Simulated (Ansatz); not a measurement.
Input file for Ansatz (a quantum-chemistry and plane-wave program): R-RI-MP2/cc-pV(Q+d)Z on FH4NSi (SMILES N[SiH2]F), a point of a torsion scan. Files ending in .json are basis or fitting sets from the Basis Set Exchange.

Ansatz 0.2 input:
```yaml
crystal:
  periodic: [false, false, false]
  atoms:
    - {symbol: N, position_ang: [1.03097631, -0.13122865, -0.21250185]}
    - {symbol: Si, position_ang: [-0.65397725, 0.04563937, 0.05866225]}
    - {symbol: F, position_ang: [-0.89556083, 1.63694916, 0.04262245]}
    - {symbol: H, position_ang: [1.53286592, -0.91401820, 0.16840745]}
    - {symbol: H, position_ang: [1.60545298, 0.69600552, -0.18519053]}
    - {symbol: H, position_ang: [-1.13341968, -0.38249471, 1.36692544]}
    - {symbol: H, position_ang: [-1.39941120, -0.49248940, -1.06720079]}
basis:
  gaussian:
    orbitals: cc-pV_Q+d_Z.json
    fitting: {mean_field: def2-universal-JKFIT, correlation: cc-pVQZ-RIFIT.json}
magnetization: {spin_polarized: false}
correlation: {method: mp2, electrons: outside_noble_gas}
scf: {lower_state_search: off}
```

It printed:

```
WARN ansatz: RAYON_NUM_THREADS=1 ignored (pool sized by the plan → 1); use --threads N
Functional definition: HF
these checks for a lower state are left out or cut short: stability, starts, cluster_reference, orbital_swaps, neighbouring_geometries, increment
integrals: 0.29 GiB planned
354 factors; integrals over basis functions are off by at most 5.8e0 eV
mean field: 0.47 GiB planned
mean field evaluation 1: about -12115.2297 eV, gradient 4.1e1 eV
mean field evaluation 2: about -12117.4879 eV, gradient 2.4e1 eV
mean field evaluation 4: about -12118.3942 eV, gradient 5.7e-1 eV
mean field -12118.39484384 eV, -445.3427963680 hartree, gradient 2.6e-6 eV, S^2 0.000000; 0 other end points of the search recorded, 0 dependent functions left out
7 core orbitals not correlated
642 factors; their error is unknown
reference -12118.39484384 eV, -445.3427963680 hartree; 10, 10 occupied and 277, 277 virtual orbitals, 642 factors
second order -17.48821580 eV of doubles, -0.00000000 eV of singles
Total energy: -12135.88305964 eV, -445.9854764449 hartree
Checks for a lower state left out: stability, starts, cluster_reference, orbital_swaps, neighbouring_geometries, increment
```

The calculation finished and met its thresholds.

Cost: around 2.5 core-seconds (rough).
